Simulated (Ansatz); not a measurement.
Reaction (SMILES): [GeH3] (GeH3) → [GeH3-] (an electron is taken up)
B3LYP-D3(BJ)/def2-TZVP geometries, fixed; electronic energies without zero-point terms; positive where energy is released.

Basis-set convergence of the adiabatic electron affinity at PBE with Ansatz (a quantum-chemistry and plane-wave program). Cartesian d functions, on some or all atoms, in 6-31G*; all else is spherical. The program fits the integrals of some runs and decomposes those of others, by size. Open shells are unrestricted. No added dispersion term, no relativity. Functions are those of the species that has most. Reference: the value in aug-cc-pV5Z, 1.592 eV, itself unsure by roughly 0.012 eV (its mean distance from aug-pcseg-3, aug-cc-pVQZ, def2-QZVPPD). Deviations are taken from unrounded values.

| basis | functions | adiabatic electron affinity (eV) | minus reference (eV) |
|---|---|---|---|
| pcseg-0 | 28 | 1.296 | -0.296 |
| 6-31G* | 41 | 1.389 | -0.203 |
| cc-pVDZ | 42 | 1.300 | -0.292 |
| pcseg-1 | 42 | 1.423 | -0.170 |
| def2-SVP | 47 | 1.296 | -0.297 |
| 6-311G** | 62 | 1.517 | -0.075 |
| def2-TZVPD | 81 | 1.503 | -0.090 |
| def2-TZVPP | 90 | 1.389 | -0.203 |
| aug-pcseg-2 | 128 | 1.596 | 0.004 |
| cc-pVQZ | 158 | 1.535 | -0.057 |
| def2-QZVPPD | 194 | 1.564 | -0.028 |
| aug-cc-pVQZ | 231 | 1.586 | -0.007 |
| aug-pcseg-3 | 240 | 1.595 | 0.002 |
